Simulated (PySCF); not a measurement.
CF₂I, doublet, at a GFN2-xTB geometry (all electrons, no relativity). Base run: PySCF with HF/STO-3G.

The PySCF input:
```python
from pyscf import gto, scf

mol = gto.M(
    atom='''
F    -1.94047091   -1.04246775   -0.07111409
C    -1.27115926    0.02973402    0.32225778
F    -1.89743270    1.11662875   -0.10056321
I     0.79562430   -0.01595949   -0.00732926
''',
    basis='sto-3g',
    spin=1,
    verbose=4,
)

mf = scf.UHF(mol)
mf.kernel()
```

The base run was repeated with changes; each row names its change, and settings that it needs were set with it.

```
change                                                                                   basis functions       E (Eh)  HOMO (eV)  dipole (D)
---------------------------------------------------------------------------------------  ---------------  -----------  ---------  ----------
base                                                                                                  42  -7084.12885      -7.35        0.52
basis = x2c-TZVPall; relativity = none                                                               153  -7000.67551     -10.40        0.95
basis = ANO-RCC-VDZP; relativity = spin-free X2C                                                      85  -7349.61690     -10.49        1.34
basis = jorge-DZP-DKH; relativity = spin-free X2C                                                     93  -7344.04170     -10.32        1.08
basis = x2c-TZVPall; relativity = spin-free X2C; nucleus = Gaussian (with nucmod='G')                153  -7349.63421     -10.33        1.08
basis = ANO-RCC-VDZP; relativity = spin-free X2C; nucleus = Gaussian (with nucmod='G')                85  -7349.37842     -10.50        1.34
basis = x2c-TZVPall; relativity = spin-free X2C                                                      153  -7349.83624     -10.33        1.08
basis = jorge-DZP-DKH; relativity = none                                                              93  -7078.12533     -10.50        0.87
basis = ANO-RCC-VDZP; relativity = none                                                               85  -6911.14003     -11.24        0.57
basis = jorge-DZP-DKH; relativity = spin-free X2C; nucleus = Gaussian (with nucmod='G')               93  -7343.83952     -10.32        1.08
```

Absolute energies of different levels of theory aren't comparable as measures of quality.

Open shells are given as the SCF converged; they aren't shown to be the lowest states, and a large step between rows can be another state.

Basis sets contracted for a relativistic Hamiltonian are a mismatch without it, so the rows without relativity aren't non-relativistic limits. No row has spin-orbit coupling; sets with core potentials leave out the core electrons.
